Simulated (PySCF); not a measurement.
BrCl, charge -1, doublet, at the geometry of the source list (a state made from the parent by changing its charge; the spin is typed, not shown lowest) (in this run its highest filled SCF level lies above zero, so its values depend strongly on the basis, on diffuse functions most of all), atoms displaced at random by about 0.08 Å a coordinate; PBE0/STO-3G, gradient run with PySCF.

PySCF was given this input:
```python
from pyscf import gto, scf, dft

mol = gto.M(
    atom='''
Cl    1.176011   -0.021700    0.012359
Br   -0.789141   -0.053146   -0.143691
''',
    basis='sto-3g',
    charge=-1,
    spin=1,
    verbose=4,
)

mf = dft.UKS(mol)
mf.xc = 'pbe0'
mf.grids.level = 1
mf.kernel()
g = mf.nuc_grad_method()
g.grid_response = False
grad = g.kernel()
```

Output, abridged:

```
PySCF version 2.14.0

[INPUT] verbose = 4
[INPUT] num. atoms = 2
[INPUT] num. electrons = 53
[INPUT] charge = -1
[INPUT] spin (= nelec alpha-beta = 2S) = 1
[INPUT] symmetry False subgroup None
[INPUT] Mole.unit = angstrom
[INPUT] Symbol           X                Y                Z      unit          X                Y                Z       unit  Magmom
[INPUT]  1 Cl     1.176011000000  -0.021700000000   0.012359000000 AA    2.222338709476  -0.041007056903   0.023355125173 Bohr   0.0
[INPUT]  2 Br    -0.789141000000  -0.053146000000  -0.143691000000 AA   -1.491260363665  -0.100431384616  -0.271536636565 Bohr   0.0

nuclear repulsion = 159.698829019462
number of shells = 13
number of NR pGTOs = 81
number of NR cGTOs = 27
basis = sto-3g
ecp = {}

******** <class 'pyscf.dft.uks.UKS'> ********
method = UKS
initial guess = minao
damping factor = 0
level_shift factor = 0
DIIS = <class 'pyscf.scf.diis.CDIIS'>
diis_start_cycle = 1
diis_space = 8
diis_damp = 0
SCF conv_tol = 1e-09
SCF conv_tol_grad = None
SCF max_cycles = 50
direct_scf = True
direct_scf_tol = 1e-13
number electrons alpha = 27  beta = 26
XC library pyscf.dft.libxc version 7.1.2
    S. Lehtola, C. Steigemann, M. J. T. Oliveira, and M. A. L. Marques,  SoftwareX 7, 1–5 (2018)
XC functionals = pbe0
    C. Adamo and V. Barone,  J. Chem. Phys. 110, 6158 (1999)
    M. Ernzerhof and G. E. Scuseria,  J. Chem. Phys. 110, 5029 (1999)
radial grids:
    Treutler-Ahlrichs [JCP 102, 346 (1995); DOI:10.1063/1.469408] (M4) radial grids

becke partition: Becke, JCP 88, 2547 (1988); DOI:10.1063/1.454033
pruning grids: <function nwchem_prune>
grids dens level: 1
symmetrized grids: False
atomic radii adjust function: <function treutler_atomic_radii_adjust>
small_rho_cutoff = 0
Set gradient conv threshold to 3.16228e-05
tot grids = 13648
init E= -2997.32432279291
cycle= 1 E= -3000.59725353769  delta_E= -3.27  |g|= 0.0717  |ddm|= 2.07
cycle= 2 E= -3000.60137071499  delta_E= -0.00412  |g|= 0.00448  |ddm|= 0.193
cycle= 3 E= -3000.60140358034  delta_E= -3.29e-05  |g|= 0.000267  |ddm|= 0.0183
cycle= 4 E= -3000.60140368651  delta_E= -1.06e-07  |g|= 4.51e-06  |ddm|= 0.000929
cycle= 5 E= -3000.60140368654  delta_E= -2.32e-11  |g|= 5.72e-08  |ddm|= 8.82e-06
Extra cycle  E= -3000.60140368654  delta_E= -3.64e-12  |g|= 3.66e-09  |ddm|= 1.44e-07
converged SCF energy = -3000.60140368654  <S^2> = 0.75  2S+1 = 2

******** <class 'pyscf.grad.uks.Gradients'> for <class 'pyscf.dft.uks.UKS'> ********
unit = Eh/Bohr
grid_response = False
--------------- UKS gradients ---------------
         x                y                z
0 Cl    -0.3956865900    -0.0064129794    -0.0314288994
1 Br     0.3953998221     0.0063541420     0.0315978127
----------------------------------------------
```
